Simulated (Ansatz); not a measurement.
Program: Ansatz. Geometries: PBE0-D4/def2-TZVP. ΔE: electronic, gas phase. CCSD(T)/CBS adds triple-zeta CCSD(T) − MP2 to the extrapolated MP2 energy (def2 sets, frozen cores). This one scheme is used for every species. Functionals use def2-TZVPP. B3LYP here is the variant with VWN-RPA as its local correlation; programs differ in this. Each species was taken in one conformer, which may not be the lowest.

Consider the formal hydrolysis of the Si–F bond: `F[SiH](F)N[SiH3]` + H₂O → `O[SiH](F)N[SiH3]` + H–F.

`F[SiH](F)N[SiH3]`:

Cartesian coordinates in Å:
```
F -0.820 -1.509 2.024
Si -0.879 -0.134 1.232
F -1.001 0.968 2.368
N 0.516 0.133 0.311
Si 0.695 0.101 -1.414
H -2.076 -0.128 0.382
H 1.366 0.299 0.836
H 1.231 1.393 -1.916
H -0.653 -0.143 -1.981
H 1.622 -0.980 -1.842
```

H₂O:

```xyz
3

O     0.362    0.127   -0.066
H    -0.063   -0.646   -0.444
H    -0.299    0.519    0.510
```

`O[SiH](F)N[SiH3]`:

```xyz
11

O     2.220    0.657   -1.118
Si    1.317    0.299    0.188
F     0.732    1.615    0.878
N    -0.074   -0.612   -0.188
Si   -1.711   -0.345    0.326
H     1.780    1.026   -1.886
H     2.256   -0.333    1.129
H     0.070   -1.444   -0.741
H    -2.336    0.813   -0.364
H    -2.476   -1.573   -0.014
H    -1.778   -0.103    1.789
```

H–F:

Z-matrix (Å, degrees):
```
F
H 1 0.920
```

(1) Is it downhill or uphill in electronic energy at CCSD(T)/CBS, and by how much? (Estimate.)

(2) What do these levels give: B3LYP-D4, ωB97X-V, ωB97M-V, B2PLYP, PBE, r2SCAN, B3LYP, MP2/def2-TZVPP, CCSD/def2-TZVPP, HF/def2-QZVPP, SCS-MP2/def2-QZVPP, CCSD/CBS(def2)? (An estimate is asked.)

Largest T1 diagnostic among the species: 0.011.

Results:

(1) The calculation gave: Uphill: ΔE = +42.0 kJ/mol.

(2) Ansatz gave: B3LYP-D4 42.1, ωB97X-V 42.5, ωB97M-V 42.0, B2PLYP 43.8, PBE 42.5, r2SCAN 43.2, B3LYP 45.8, MP2/def2-TZVPP 39.5, CCSD/def2-TZVPP 42.1, HF/def2-QZVPP 49.5, SCS-MP2/def2-QZVPP 42.9, CCSD/CBS(def2) 43.1 kJ/mol.

In def2-TZVPP, CCSD(T) changes the Hartree–Fock value by −6.8 kJ/mol (the triples alone add −1.1 kJ/mol) and MP2 by −8.4 kJ/mol. The D4 term adds −3.6 kJ/mol with B3LYP and −2.0 kJ/mol with PBE0; it sums over pairs of atoms, weighted by their polarisabilities, and B3LYP, whose exchange is more repulsive, gets the larger term.
